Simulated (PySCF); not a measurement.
C₄H₁₂Ge₂.
Structure used (PBE0-D3(BJ)/def2-SVP), in Å, numbered top down from 1:
```xyz
18
C4H12Ge2 angstrom
Ge     2.294    0.239   -0.816
Ge     1.162   -1.127    0.839
C     -0.733   -0.632    0.992
C     -0.994    0.881    1.193
C     -1.397    0.983   -0.291
C     -1.498   -0.553   -0.352
H      2.235    1.728   -0.420
H      3.775   -0.162   -0.954
H      1.626    0.090   -2.198
H      1.281   -2.613    0.436
H      1.859   -0.937    2.205
H     -1.176   -1.295    1.751
H     -0.155    1.510    1.529
H     -1.841    1.064    1.872
H     -2.306    1.555   -0.526
H     -0.582    1.375   -0.920
H     -2.535   -0.910   -0.253
H     -1.055   -1.051   -1.230
```

Method: TDDFT wB97X-D/def2-SVPD, vertical, gas phase, core orbitals frozen in the response (PySCF 2.14.0, density-fitted response routines). The wB97X-D/def2-SVPD calculation is non-relativistic and has no spin–orbit coupling, an omission that weighs most on germanium.

Ground-to-excited transition dipoles (e·a0, same axes as the geometry; the sign carries no meaning), for the states with f of 0.002 or more among the lowest 7:

| state | E (hartree) | μx | μy | μz |
| --- | --- | --- | --- | --- |
| S1 | 0.2654 | -0.511 | 0.027 | 0.124 |
| S2 | 0.2671 | 0.447 | 0.627 | -0.734 |
| S3 | 0.2758 | 0.018 | 0.182 | 0.234 |
| S4 | 0.2760 | 0.490 | 0.119 | -0.260 |
| S5 | 0.2825 | -0.627 | -0.572 | 0.740 |
| S6 | 0.2885 | -0.053 | -0.509 | 0.494 |
| S7 | 0.2958 | 0.092 | 0.015 | -0.061 |

(1) What oscillator strength does each state have?

(2) What is the point group, and which symmetry does each of these states have?

(3) Which bond between heavy atoms lies closest to the direction of the S5 transition dipole?

(4) What angle do the transition dipoles of S4 and S5 make?

(5) What peak molar absorption coefficient would the strongest computed level give as a lone Gaussian band 0.4 eV wide at half height?

## Answers

(1) f = (2/3) ΔE |μ|² with ΔE in hartree (27.2114 eV).

| state | \|μ\|² (au) | \|μ\| (D) | f |
| --- | --- | --- | --- |
| S1 | 0.278 | 1.34 | 0.049 |
| S2 | 1.132 | 2.70 | 0.202 |
| S3 | 0.088 | 0.75 | 0.016 |
| S4 | 0.322 | 1.44 | 0.059 |
| S5 | 1.267 | 2.86 | 0.239 |
| S6 | 0.505 | 1.81 | 0.097 |
| S7 | 0.012 | 0.28 | 0.002 |

(2) Cs. The ground state is totally symmetric, so the direction of μ fixes the label. Polarised normal to the mirror plane, so A″: S3. Polarised in the mirror plane, so A′: S1, S2, S4, S5, S6 and S7.

(3) Ge1–Ge2, at 6° from it; next C4–C5 and C5–C6 at 59°.

(4) |cos θ| = |μa·μb| / (|μa| |μb|) = 0.89, so θ ≈ 27° (taken between 0 and 90°, since the signs are arbitrary).

(5) ε(max) = 2.175×10⁸ f / FWHM, with the width in cm⁻¹. S5: 2.175×10⁸ × 0.2386 / 3226 ≈ 16000 L mol⁻¹ cm⁻¹.

All these states lie below the vertical ionisation energy of 9.49 eV (ΔSCF).

The run took 7.6 min wall (with the writing of density and orbital grids) on an Arm Neoverse N1 with one thread, no GPU (shared host), and the process peaked at 1.4 GiB of memory.

One conformer stands for the species.

Without π bonds the low states may be Rydberg-like; a valence basis with one diffuse set may place them up to an eV too high.
